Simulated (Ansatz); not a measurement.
`[OH][GeH2][GeH3]` + `CNBF` → `C[N]([GeH3])BF` + `[OH][GeH3]` at 400 K and 1 bar (cleavage of the Ge–Ge bond).

Isolated molecules relaxed with PBE0-D4/def2-TZVP in Ansatz; ΔE leaves out vibrations. CBS: MP2 limit from def2 TZ/QZ plus the TZ coupled-cluster correction, frozen cores. This one scheme is used for every species. For Ge outer-core shells are correlated without core-valence functions, which leaves a few kJ/mol of doubt a bond. Scalar relativity is left out up to krypton. Each species was taken in one conformer, which may not be the lowest.

```tsv
species	CCSD(T)/CBS energy (Eh)	H − E (kJ/mol)	S (J/(mol·K))
`[OH][GeH2][GeH3]`	-4231.02019	169.9	382.1
`CNBF`	-220.44549	210.7	315.1
`C[N]([GeH3])BF`	-2297.75856	255.7	397.6
`[OH][GeH3]`	-2153.69723	116.2	291.7
```

H − E and S are ideal-gas, rigid-rotor, harmonic terms from PBE0-D4/def2-TZVP, for one conformer and one mirror image of each species. 1 Eh = 2625.50 kJ/mol, R = 8.31446 J/(mol·K).

Problem. By hand: ΔE, ΔH, ΔS and ΔG.

Solution. ΔE = (-2297.75856) + (-2153.69723) − (-4231.02019) − (-220.44549) = 0.00989 Eh = 26.0 kJ/mol. Δ(H − E) = 255.7 + 116.2 − 169.9 − 210.7 = -8.7, so ΔH = 17.3 kJ/mol. ΔS = 397.6 + 291.7 − 382.1 − 315.1 = -7.9 J/(mol·K). ΔG = 17.3 − 400 × (-7.9)/1000 = 20.5 kJ/mol.

Problem. By hand: the equilibrium constant, and the temperature at which ΔG would vanish if ΔH and ΔS stayed fixed.

Solution. log₁₀ K = −ΔG/(RT ln 10) = -2.7. ΔH and −TΔS have one sign here, so there is no such temperature.

The number of gas molecules stays the same, so ΔS is small and ΔH decides. A doubt of 5 kJ/mol in ΔE shifts log₁₀ K by 0.7 here. Other conformers and mirror images would add mixing entropy, several J/(mol·K) or more a flexible species. Modes under 60 cm⁻¹, often nearly free rotors, make the harmonic entropy too high. These are equilibria of isolated gas molecules and say nothing of rates. Largest T1 diagnostic: 0.012 (customary marks: 0.02 for closed shells, 0.045 for open ones).

ΔS is within the doubt of such terms, so its sign, and with it that verdict, could turn.
